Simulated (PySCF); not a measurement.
C$_{6}$H$_{15}$B, charge +1, doublet, geometry from GFN2-xTB (a state made from the parent by changing its charge; the spin is typed, not shown lowest); DF-PBE0/6-31G (PySCF).

PySCF was given this input:
```python
from pyscf import gto, scf, dft

mol = gto.Mole()
mol.atom = '''
    B     0.112563    0.061397    0.216062
    C     1.292336    0.216356   -0.793613
    C     1.144776   -0.116082   -2.269075
    H     2.115116   -0.391168   -0.393112
    H     1.606076    1.265979   -0.711798
    H     0.398337    0.519902   -2.741002
    H     0.881726   -1.162402   -2.407018
    H     2.081634    0.052937   -2.800175
    C    -1.374947   -0.141280   -0.404377
    C    -1.980926    1.209205   -0.715094
    H    -1.997227   -0.677674    0.310787
    H    -1.262843   -0.726814   -1.318822
    H    -1.386732    1.777781   -1.426656
    H    -2.144149    1.803737    0.180600
    H    -2.960596    1.040313   -1.172333
    C     0.193145    0.075711    1.778968
    C     0.659726   -1.272252    2.334351
    H    -0.732244    0.347171    2.289729
    H     0.927289    0.842645    2.060386
    H     1.605813   -1.579961    1.897676
    H    -0.073761   -2.055504    2.149866
    H     0.774085   -1.193867    3.414610
'''
mol.basis = '6-31g'
mol.charge = 1
mol.spin = 1
mol.verbose = 4
mol.build()

mf = dft.UKS(mol)
mf.xc = 'pbe0'
mf.grids.level = 2
mf = mf.density_fit(auxbasis='def2-universal-jkfit')
mf.kernel()
```

Output, abridged:

```
PySCF version 2.14.0

[INPUT] verbose = 4
[INPUT] num. atoms = 22
[INPUT] num. electrons = 55
[INPUT] charge = 1
[INPUT] spin (= nelec alpha-beta = 2S) = 1
[INPUT] symmetry False subgroup None
[INPUT] Mole.unit = angstrom
[INPUT] Symbol           X                Y                Z      unit          X                Y                Z       unit  Magmom
[...]
nuclear repulsion = 298.93077069804
number of shells = 65
number of NR pGTOs = 214
number of NR cGTOs = 93
basis = 6-31g
ecp = {}

******** <class 'pyscf.df.df_jk.DFUKS'> ********
method = DFUKS
initial guess = minao
damping factor = 0
level_shift factor = 0
DIIS = <class 'pyscf.scf.diis.CDIIS'>
diis_start_cycle = 1
diis_space = 8
diis_damp = 0
SCF conv_tol = 1e-09
SCF conv_tol_grad = None
SCF max_cycles = 50
direct_scf = False
number electrons alpha = 28  beta = 27
XC library pyscf.dft.libxc version 7.1.2
    S. Lehtola, C. Steigemann, M. J. T. Oliveira, and M. A. L. Marques,  SoftwareX 7, 1–5 (2018)
XC functionals = pbe0
    C. Adamo and V. Barone,  J. Chem. Phys. 110, 6158 (1999)
    M. Ernzerhof and G. E. Scuseria,  J. Chem. Phys. 110, 5029 (1999)
radial grids:
    Treutler-Ahlrichs [JCP 102, 346 (1995); DOI:10.1063/1.469408] (M4) radial grids

becke partition: Becke, JCP 88, 2547 (1988); DOI:10.1063/1.454033
pruning grids: <function nwchem_prune>
grids dens level: 2
symmetrized grids: False
atomic radii adjust function: <function treutler_atomic_radii_adjust>
small_rho_cutoff = 0
Set gradient conv threshold to 3.16228e-05
tot grids = 159040
******** <class 'pyscf.df.df.DF'> ********
auxbasis = def2-universal-jkfit
init E= -262.4899233366

cycle= 1 E= -261.759336192282  delta_E= 0.731  |g|= 0.263  |ddm|= 2.66
cycle= 2 E= -261.756693810377  delta_E= 0.00264  |g|= 0.269  |ddm|= 0.502
cycle= 3 E= -261.796755245798  delta_E= -0.0401  |g|= 0.037  |ddm|= 0.273
cycle= 4 E= -261.797393259854  delta_E= -0.000638  |g|= 0.017  |ddm|= 0.0563
cycle= 5 E= -261.797582659707  delta_E= -0.000189  |g|= 0.00296  |ddm|= 0.0205
cycle= 6 E= -261.797590221605  delta_E= -7.56e-06  |g|= 0.00146  |ddm|= 0.00496
cycle= 7 E= -261.797592407957  delta_E= -2.19e-06  |g|= 0.00046  |ddm|= 0.00307
cycle= 8 E= -261.797592866576  delta_E= -4.59e-07  |g|= 0.000182  |ddm|= 0.00161
cycle= 9 E= -261.797592948852  delta_E= -8.23e-08  |g|= 8.8e-05  |ddm|= 0.000646
cycle= 10 E= -261.79759298133  delta_E= -3.25e-08  |g|= 7.03e-05  |ddm|= 0.000444
cycle= 11 E= -261.7975929936  delta_E= -1.23e-08  |g|= 2.61e-05  |ddm|= 0.000305
cycle= 12 E= -261.797592996074  delta_E= -2.47e-09  |g|= 1.62e-05  |ddm|= 0.000142
cycle= 13 E= -261.797592996618  delta_E= -5.44e-10  |g|= 4.87e-06  |ddm|= 7.68e-05
Extra cycle  E= -261.797592996639  delta_E= -2.09e-11  |g|= 4.52e-06  |ddm|= 1.38e-05
converged SCF energy = -261.797592996639  <S^2> = 0.75237658  2S+1 = 2.0023752
```
